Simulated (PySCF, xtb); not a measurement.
Se(H)(NH2) (H3NSe), SMILES N[SeH].

Harmonic wavenumbers (cm⁻¹) from GFN2-xTB in xtb at its own minimum, in rising order: 353, 523, 726, 823, 935, 1461, 1878, 3345, 3383.

Task: What does PBE0-D3(BJ)/def2-TZVP (PySCF) give at its own minimum? (The exact figures need the calculation; the answer reports its results.)

Result: 462, 588, 797, 891, 1054, 1593, 2338, 3542, 3647. Paired by order, the mean absolute difference is 165 cm⁻¹ and the zero-point energies are 19.2 and 21.3 kcal/mol.
